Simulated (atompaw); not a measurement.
# Pseudopotential generation for Nd (Z = 60): PAW (atompaw), PBEsol, scalar-relativistic.

```json
{
 "Element": "Nd (Z = 60)",
 "Generator": "atompaw 4.2.0.5",
 "Type": "PAW",
 "Functional": "PBEsol",
 "Relativity": "scalar-relativistic",
 "Frozen core": "[Kr] 4d10",
 "Valence charge": "14",
 "Reference configuration": "4f4 5s2 5p6 5d0 6s2 6p0",
 "Partial waves": "5s (bound): rc 2.50 bohr; 6s (bound): rc 2.80 bohr; 5p (bound): rc 2.50 bohr; 6p (bound, empty): rc 2.80 bohr; 5d (bound, empty): rc 2.80 bohr; 5d channel at 3.9 Ry: rc 2.80 bohr; 4f (bound): rc 1.45 bohr; 4f channel at 0.5 Ry: rc 1.45 bohr",
 "Local potential": "bessel scheme, radius 2.05 bohr",
 "Core correction": "smooth core density matched at 1.65 bohr",
 "Augmentation charge": "gaussian compensation charge, radius 2.20 bohr; PAW radius 2.80 bohr; waves and projectors: modrrkj vanderbiltortho"
}
```

Poles of the logarithmic derivatives, all-electron (AE) and pseudo (PS). s: poles at -2.8, 3.5 (AE) and -2.8, 3.2 (PS) Ry. p: poles at -1.3, 4.9 (AE) and -1.3, 4.9 (PS) Ry. d: poles at 1.0 (AE) and 0.9, 3.7 (PS) Ry. f: poles at -0.1, 3.9 (AE) and 0.1 (PS) Ry. Test radius 2.81 bohr.

- Cutoffs needed: 60 Ry and 100 Ry (the cutoffs (Ry, on a coarse ladder) from which the occupation-weighted sum of valence levels, in a spherical-Bessel basis at the reference potential, stays within 10 and 1 mRy of its value at 400 Ry)
- Ghost test: no extra level below or beside the all-electron valence levels (s, p, d, f tested) (spherical-Bessel basis up to 400 Ry, 20 bohr box)
- Lowest eigenvalue of the overlap operator: 0.03 (f channel)
- Overlap eigenvalues printed by atompaw (projector basis): 0.0188, 0.732, 1.37, 1.9, 14.2, 28.7, 121, 145
- Share of each valence orbital outside the PAW sphere: 5s 1 %, 6s 88 %, 5p 6 %, 6p 96 %, 5d 54 %, 4f 4 %
